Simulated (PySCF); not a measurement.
## Electron correlation in Pt²⁺ (platinum, charge +2)

Starting occupation: [Xe] 4f14 5d8, 5d3/2 with m_j = -1/2, +1/2, +3/2, 5d5/2 with m_j = -3/2, -1/2, +1/2, +3/2, +5/2. All numbers are calculated (PySCF 2.14, X2C-1e with screened-nucleus spin-orbit coupling, Gaussian nucleus, in x2c-TZVPall-2c). Frozen: [Kr] 4d10 4f14; 16 electrons correlated; the 34 highest virtual spinors left out.

MP2 pair energies summed by pair of shells (mhartree):

```csv
pair,energy,share (%)
5d-5d,-135.56,45.7
5d-5p,-97.63,32.9
5p-5p,-32.22,10.9
5p-5s,-14.43,4.9
5d-5s,-14.05,4.7
5s-5s,-2.72,0.9
```

Total MP2 correlation energy: -296.62 mhartree.

The GHF reference relaxed away from the jj start to a determinant that is no pure jj level (⟨S²⟩ = 2.09, ⟨J²⟩ = 20.01); the energies belong to that determinant.

This basis was not built for core-valence correlation, so the inner-shell part is incomplete.
